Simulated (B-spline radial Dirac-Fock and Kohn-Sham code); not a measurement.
## Dipole and non-dipole photoemission parameters of Ar 2p1/2

System: neutral argon, [Ne] 3s2 3p6; threshold 250.6 eV (tabulated edge). These are calculated numbers from a B-spline atomic structure program; the model is Dirac-Hartree-Slater photoionisation with a Latter tail; cross sections with all multipoles, angular parameters from the dipole term and its interference with E2.

Input file task.json (cfg lists n, l and occupation; rrms is the nuclear radius in fm):

```json
{"items": [{
  "Z": 18,
  "q": 0,
  "cfg": [[1, 0, 2], [2, 0, 2], [2, 1, 6], [3, 0, 2], [3, 1, 6]],
  "A": 40,
  "rrms": 3.4274,
  "do": "xps",
  "hv": [67.1, 71.3, 80, 100, 227.0, 258.0, 318.0, 357.0, 448.0, 600, 646.0, 694.0, 836.0, 1000, 1060.0, 1670.0, 2220.0, 2300.0, 2700.0, 2984.4, 4000, 4010.0, 4670.0, 5520.0, 7590.0, 8510.0, 11500.0, 12000, 12200.0, 15000],
  "edges": {"K": 3205.9, "L1": 326.3, "L2": 250.6, "L3": 248.4}
}]}
```

Command: `python xray2_run.py task.json out`

```
hν (eV)   σ (kb)      β       γ      δ
    318      843  1.110  -0.040  0.011
    357      660  1.278  -0.012  0.012
    448      398  1.425   0.061  0.015
    600      189  1.473   0.173  0.019
    646      155  1.472   0.203  0.020
    694      128  1.467   0.233  0.021
    836     76.6  1.440   0.311  0.025
   1000     46.0  1.398   0.387  0.030
   1060     38.9  1.381   0.412  0.031
   1670     9.89  1.216   0.597  0.051
   2220     4.04  1.090   0.706  0.069
   2300     3.60  1.073   0.720  0.072
   2700     2.14  0.998   0.778  0.086
 2984.4     1.54  0.950   0.813  0.095
   4000    0.578  0.812   0.911  0.128
   4010    0.573  0.811   0.912  0.129
   4670    0.340  0.741   0.960  0.149
   5520    0.190  0.666   1.012  0.174
   7590        ?      ?       ?      ?
   8510   0.0406  0.492   1.139  0.252
  11500   0.0135  0.391   1.231  0.317
  12000   0.0115  0.378   1.245  0.327
  12200   0.0108  0.373   1.250  0.331
  15000  0.00500  0.314   1.322  0.383
```

**Question.** Give the values at 7590 eV.

**Answer.** σ = 0.0613 kb, β = 0.535, γ = 1.105, δ = 0.229.
